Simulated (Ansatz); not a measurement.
Cartesian coordinates in Å:
```
C 1.293 -2.405 0.150
In 0.464 -0.457 0.022
C 0.270 1.695 -0.130
Si -1.595 1.386 -0.072
O -1.599 -0.247 0.046
H 0.771 -3.048 -0.560
H 2.360 -2.404 -0.067
H 1.128 -2.789 1.157
H 0.684 2.095 -1.057
H 0.718 2.223 0.714
H -2.224 2.062 1.101
H -2.271 1.888 -1.305
```

Total charge 0; spin multiplicity 1. In takes the def2 core potential.

(1) List the PBE0/def2-TZVPP orbital energies in eV (the Gaussian-basis code of Ansatz). (Best estimate.)

Answers

(1) Ansatz gave: Occupied: -1802.07, -521.09, -278.52, -277.85, -144.30, -128.32, -98.98, -98.96, -98.96, -84.83, -84.56, -84.46, -25.70, -21.83, -21.33, -21.30, -21.28, -21.05, -19.39, -18.49, -13.46, -11.82, -11.77, -11.61, -11.49, -10.02, -9.47, -9.22, -7.62, -7.57, -7.29. Lowest empty: -1.18, -0.81, 0.19, 0.79, 1.57, 1.62, 1.94, 2.53.
